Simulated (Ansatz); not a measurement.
Consider the isomerisation: `CO/C=C/[SiH3]` → `CC1(O)C[SiH2]1`.

Computed with Ansatz on PBE0-D4/def2-TZVP structures; ΔE is electronic, products minus reactants. CBS: MP2 limit from def2 TZ/QZ plus the TZ coupled-cluster correction, frozen cores. Each species was taken in one conformer, which may not be the lowest.

`CO/C=C/[SiH3]`:

Z-matrix (Å, degrees):
```
C
O 1 1.410
H 1 1.095 2 111.0
H 1 1.088 2 106.4 3 119.2
H 1 1.095 2 111.0 3 -121.5
C 2 1.340 1 117.0 3 60.8
C 6 1.337 2 128.4 1 -0.0
H 6 1.087 2 109.6 1 180.0
Si 7 1.844 6 120.8 2 -180.0
H 7 1.086 6 119.6 2 -0.0
H 9 1.489 7 111.7 6 -120.2
H 9 1.489 7 111.8 6 120.0
H 9 1.488 7 108.8 6 -0.1
```

`CC1(O)C[SiH2]1`:

Z-matrix (Å, degrees):
```
C
C 1 1.504
H 1 1.093 2 111.3
H 1 1.093 2 111.2 3 -119.8
H 1 1.096 2 110.0 3 120.1
O 2 1.407 1 114.0 3 -178.9
C 2 1.526 1 116.7 3 -47.5
Si 2 1.882 1 121.8 3 28.4
H 6 0.961 2 108.1 1 -70.6
H 7 1.086 2 116.5 1 0.6
H 7 1.086 2 113.9 1 -134.7
H 8 1.480 2 120.5 1 -3.9
H 8 1.478 2 119.2 1 149.8
```

| species | CCSD(T)/CBS(def2) energy (Eh) |
| --- | --- |
| `CO/C=C/[SiH3]` | -483.18381 |
| `CC1(O)C[SiH2]1` | -483.17290 |

Problem. Work out ΔE.

Solution. ΔE = (-483.17290) − (-483.18381) = 0.01091 Eh = +28.6 kJ/mol.

Largest T1 diagnostic among the species: 0.013.

Leaving LDA and LC-ωPBE aside and taking each functional with its dispersion term where it has one, the values, not all of them listed here, spread over 28.1 kJ/mol, from PBE0-D4 to BLYP-D4. LDA lies −18.0 kJ/mol from PBE without D4. At CCSD(T), def2-SVP lies +9.0 kJ/mol from the extrapolated value and def2-TZVPP +4.7 kJ/mol. The D4 term adds −3.7 kJ/mol with B3LYP and −1.8 kJ/mol with PBE0; it sums over pairs of atoms, weighted by their polarisabilities, and B3LYP, whose exchange is more repulsive, gets the larger term.

B3LYP here is the variant with VWN-RPA as its local correlation; programs differ in this.
